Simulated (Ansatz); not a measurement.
A nudged elastic band was laid between two geometries of AlCl2H3Si + H2 (9 atoms, charge 0, multiplicity 1).

Level of theory: RKS B3LYP-D4/6-31G* in Ansatz.

| Quantity | Value |
| --- | --- |
| movable images | 5 |
| climbing image | yes |
| spring | 5.0 eV/Å² |
| optimiser | quadratic models (default) |
| start path | through a guess of the saddle point |
| force threshold | 0.05 eV/Å |
| iteration limit | 60 |
| end points | relaxed |

Initial state:

```xyz
9
Properties=species:S:1:pos:R:3
Al -0.462 1.060 -0.373
Si 1.456 -0.441 -0.387
Cl -1.952 0.978 -1.866
Cl -0.677 2.580 1.078
H -1.673 -1.166 1.382
H -2.289 -0.750 1.345
H 2.572 0.172 -1.160
H 1.928 -0.695 1.001
H 1.097 -1.738 -1.021
```

Final state:

```xyz
9
Properties=species:S:1:pos:R:3
Al -1.563 0.798 0.236
Si 1.311 -0.785 -0.136
Cl -1.733 0.802 -1.876
Cl -0.503 2.411 1.107
H -0.097 -0.560 0.362
H -2.517 -0.091 1.108
H 1.708 0.402 -0.919
H 2.139 -0.964 1.078
H 1.253 -2.013 -0.960
```

Task: Which bonds break or form, and what moves?

Result: Bonds broken: Al1–Si2, H5–H6. Bonds formed: Al1–H6, Si2–H5. AlCl2H3Si + H2 becomes AlCl2H + H4Si.

Task: What energy profile does the band end with?

Result: The forces met the threshold. The highest image is number 3 of 0 to 6, 1.56 eV above the first end and 1.82 eV above the last; the last end lies 0.26 eV below the first. A vibrational analysis at the climbing image gives one clearly imaginary mode, 1357i cm⁻¹: a first-order saddle point. The orbitals stay closed-shell, which can raise the energy where a bond breaks towards radicals; this wasn't checked here.

| image | path coordinate (Å) | energy (eV) | Al1–Si2 (Å) | H5–H6 (Å) | Al1–H6 (Å) |
| --- | --- | --- | --- | --- | --- |
| 0 | 0.00 | 0.00 | 2.44 | 0.74 | 3.09 |
| 1 | 0.70 | 0.03 | 2.43 | 0.75 | 2.67 |
| 2 | 1.40 | 0.39 | 2.42 | 0.76 | 2.15 |
| 3 | 2.10 | 1.56 | 2.62 | 1.12 | 1.72 |
| 4 | 2.60 | 0.56 | 2.86 | 1.64 | 1.59 |
| 5 | 3.10 | -0.15 | 3.15 | 2.15 | 1.56 |
| 6 | 3.60 | -0.26 | 3.30 | 2.57 | 1.57 |

Task: What is the geometry of the highest image?

Result: 
```xyz
9
Properties=species:S:1:pos:R:3:forces:R:3
Al -1.015 0.832 -0.013 -0.01 0.02 -0.01
Si 1.132 -0.660 -0.129 0.00 -0.03 0.01
Cl -1.902 0.875 -1.917 0.02 0.00 0.03
Cl -0.605 2.526 1.160 0.00 -0.03 -0.02
H -0.664 -0.646 0.632 -0.02 0.00 0.01
H -1.711 -0.409 0.948 0.01 0.00 -0.01
H 1.909 0.311 -0.951 0.01 0.02 -0.01
H 1.854 -0.894 1.150 0.00 0.01 0.00
H 1.003 -1.936 -0.879 0.00 0.01 0.00
```

Task: What are the harmonic wavenumbers there?

Result: 1357i, 65, 78, 123, 171, 343, 409, 413, 471, 493, 613, 806, 902, 919, 942, 1106, 1594, 1879, 2225, 2252, 2263 cm⁻¹.

Time of the run: 100 s on 2 threads of Intel(R) Xeon(R) Platinum 8375C CPU @ 2.90GHz (Ice Lake), on a shared host, peak memory 0.21 GiB.
